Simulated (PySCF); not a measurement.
# Hartree-Fock beside MP2: AlCl2H2 anion

All numbers below are calculated, not measured. The program is PySCF 2.14.0, an open-source quantum chemistry code, run on an isolated molecule that a program drew, which may never have been made. The molecule is AlCl2H2 anion (charge -1, singlet), drawn as the SMILES string `[Cl][AlH2-][Cl]`.

The geometry was optimised and harmonic frequencies were computed with HF and MP2, all in the aug-cc-pV(D+d)Z basis, for the commonest isotopes, with a restricted reference for singlets and an unrestricted one otherwise, and a frozen core in MP2. Each result is a local minimum of its method.

Geometry at the HF minimum:
```xyz
5
AlCl2H2 anion, angstrom
Cl   -0.9853   -2.0858    1.4903
Al    0.0085   -0.1256    1.0445
Cl   -1.5858    1.3214    0.4178
H     1.0076   -0.3374   -0.1877
H     0.6777    0.4168    2.3933
```

Lengths of the bonds as drawn, in Å (atoms numbered as above):
```
   bond     HF    MP2
Cl1-Al2  2.242  2.242
Al2-Cl3  2.242  2.242
 Al2-H4  1.600  1.602
 Al2-H5  1.600  1.602
```

Rotational constants, in GHz:
```
constant     HF    MP2
       A  11.44  11.39
       B  2.168  2.173
       C  1.873  1.876
```

Harmonic frequencies in cm^-1, each column in rising order, so a row needn't be the same motion in every method:
```
rank,HF,MP2
1,145,138
2,389,386
3,409,413
4,522,497
5,586,?
6,770,734
7,823,786
8,1848,1832
9,1888,1859
```

**Estimate the missing MP2 frequency from the HF column.**

A single factor s that minimises the squared misfit of MP2 against s times HF over the other rows is sum(HF x MP2) / sum(HF^2) = 0.9824, with an rms misfit of 15 cm^-1. For rank 5 it gives 0.9824 x 586 = 576 cm^-1. The calculation gives 556 cm^-1, 20 cm^-1 below the estimate. The drawn bonds are on average 0.1 % longer in MP2 than in HF.
